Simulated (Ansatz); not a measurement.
Start from `CCB(F)Br` and change one atom or group to get `FB(Br)Br`.

Ansatz, PBE0-D4/def2-TZVP geometries, multiplicity 1. Each molecule was computed in one conformer, which needn't be the lowest.

Scalar relativity is left out up to krypton.

```json
{"property": "HOMO energy (ωB97M-V/def2-TZVPP) / eV", "`CCB(F)Br`": "-10.67"}
{"property": "size of the dipole moment (PBE/def2-TZVPP) / D", "`CCB(F)Br`": "1.68"}
{"property": "HOMO–LUMO gap (ωB97M-V/def2-TZVPP) / eV", "`CCB(F)Br`": "12.11"}
{"property": "size of the dipole moment (ωB97M-V/def2-TZVPP) / D", "`CCB(F)Br`": "1.76"}
{"property": "HOMO energy (PBE/def2-TZVPP) / eV", "`CCB(F)Br`": "-7.11"}
{"property": "LUMO energy (PBE/def2-TZVPP) / eV", "`CCB(F)Br`": "-1.62"}
```

Q: Give the same properties after the change, and the shifts. (Estimate.)

A: The calculation gave: 
```json
{"property": "HOMO energy (ωB97M-V/def2-TZVPP) / eV", "`FB(Br)Br`": "-10.83", "shift": "-0.16"}
{"property": "size of the dipole moment (PBE/def2-TZVPP) / D", "`FB(Br)Br`": "0.29", "shift": "-1.39"}
{"property": "HOMO–LUMO gap (ωB97M-V/def2-TZVPP) / eV", "`FB(Br)Br`": "11.60", "shift": "-0.51"}
{"property": "size of the dipole moment (ωB97M-V/def2-TZVPP) / D", "`FB(Br)Br`": "0.27", "shift": "-1.49"}
{"property": "HOMO energy (PBE/def2-TZVPP) / eV", "`FB(Br)Br`": "-7.31", "shift": "-0.20"}
{"property": "LUMO energy (PBE/def2-TZVPP) / eV", "`FB(Br)Br`": "-2.27", "shift": "-0.65"}
```

With PBE0 the HOMO falls by 0.20 eV and the LUMO falls by 0.72 eV, so the gap narrows by about 0.52 eV. PBE moves the HOMO by -0.20 eV and ωB97M-V by -0.16 eV. The zero-point energy changes by -169.9 kJ/mol with -18 modes. Dipoles are sizes alone; their direction can turn.

Spin–orbit coupling is left out; it splits and shifts lone-pair levels of the heavy atoms by tenths of an eV.
